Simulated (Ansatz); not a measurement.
C₂H₆InN, relaxed with RKS PBE0-D4/def2-TZVP in Ansatz from a PBE-D4/def2-SVP geometry. The force threshold is 0.005 eV/Å; the program also tests the step.

The species carries charge 0 and has multiplicity 1. In takes the def2 core potential. The bonds changed during the relaxation, so this is another structure than the one it started from.

Start:

```xyz
10

N     0.351    0.539    1.118
C     0.783    0.368   -0.170
C    -0.011    0.315   -1.284
In   -0.721   -2.185    0.156
H     1.004    0.457    1.894
H    -0.659    0.426    1.311
H     1.874    0.230   -0.273
H    -1.086    0.539   -1.238
H     0.455    0.168   -2.267
H    -1.991   -0.856    0.754
```

Task: How much energy does the relaxation release, and in how many steps? (Best estimate.)

Result: Ansatz gave: 5.53 kJ/mol, in 9 steps.

Task: Which bonds change most? (Best estimate.)

Result: Ansatz gave: In4–H10 from 1.932 to 1.882 Å; N1–H6 from 1.034 to 1.011 Å; C2–C3 from 1.369 to 1.346 Å; C2–H7 from 1.105 to 1.086 Å.

Task: Give the relaxed structure. (Best estimate.)

Result: Ansatz gave: 
```xyz
10

N     0.368    0.568    1.113
C     0.776    0.358   -0.167
C    -0.018    0.327   -1.254
In   -0.699   -2.195    0.158
H     1.012    0.450    1.872
H    -0.621    0.536    1.322
H     1.842    0.181   -0.274
H    -1.073    0.561   -1.197
H     0.424    0.157   -2.226
H    -2.012   -0.942    0.654
```
